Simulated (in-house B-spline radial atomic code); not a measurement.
Configurations of Mn3+, with energies counted from [Ar] (3d3/2)4. All numbers are computed (Dirac-Hartree-Fock, average of each configuration as written; Fermi nucleus of rms radius 3.7057 fm) with a B-spline radial code for spherical atoms, not measured. Energies include first-order Breit, QED and recoil terms.

Occupations are held fixed; configurations that lie above the ionisation limit could autoionise.

```json
{"configuration": "[Ar] (3d3/2)2 (3d5/2)2", "E - E(ref) (eV)": "1.3505", "highest orbital": "3d5/2", "its <r> (bohr)": "1.035"}
{"configuration": "[Ar] (3d3/2)1 (3d5/2)2 (4f5/2)1", "E - E(ref) (eV)": "36.63", "highest orbital": "4f5/2", "its <r> (bohr)": "4.406"}
{"configuration": "[Ar] (3d3/2)3 6s1", "E - E(ref) (eV)": "38.631", "highest orbital": "6s1/2", "its <r> (bohr)": "7.593"}
{"configuration": "[Ar] (3d5/2)3 (6p1/2)1", "E - E(ref) (eV)": "40.585", "highest orbital": "6p1/2", "its <r> (bohr)": "8.341"}
{"configuration": "[Ne] 3s2 (3p1/2)2 (3p3/2)3 (3d3/2)3 (3d5/2)1 (5p1/2)1", "E - E(ref) (eV)": "84.982", "highest orbital": "5p1/2", "its <r> (bohr)": "5.087"}
{"configuration": "[Ne] 3s2 (3p1/2)1 (3p3/2)4 (3d3/2)2 (3d5/2)2 (4f7/2)1", "E - E(ref) (eV)": "90.756", "highest orbital": "4f7/2", "its <r> (bohr)": "4.395"}
{"configuration": "[Ne] 3s2 (3p1/2)2 (3p3/2)3 (3d5/2)4 6s1", "E - E(ref) (eV)": "92.87", "highest orbital": "6s1/2", "its <r> (bohr)": "7.583"}
{"configuration": "[Ne] 3s2 (3p1/2)2 (3p3/2)3 (3d3/2)1 (3d5/2)3 (6g7/2)1", "E - E(ref) (eV)": "97.034", "highest orbital": "6g7/2", "its <r> (bohr)": "10.99"}
```

Q: Order these further configurations by energy, lowest first.
A. [Ar] (3d3/2)3 (3d5/2)1
B. [Ar] (3d3/2)3 (6d5/2)1
C. [Ar] (3d5/2)3 (4d3/2)1
D. [Ar] (3d3/2)1 (3d5/2)2 5s1
E. [Ne] 3s2 (3p1/2)2 (3p3/2)3 (3d3/2)4 5s1

A: A (0.88071 eV), C (30.711 eV), D (32.35 eV), B (41.908 eV), E (80.545 eV).

Q: How far above the reference does [Ar] (3d5/2)4 lie?

A: 1.0563 eV; its least bound orbital is 3d5/2 with <r> = 1.033 bohr.

Q: How far above the reference does [Ar] (3d5/2)3 (7f5/2)1 lie?

A: 45.675 eV; its least bound orbital is 7f5/2 with <r> = 16.69 bohr.

Q: How far above the reference does [Ar] (3d3/2)3 (4p1/2)1 lie?

A: 19.77 eV; its least bound orbital is 4p1/2 with <r> = 2.611 bohr.
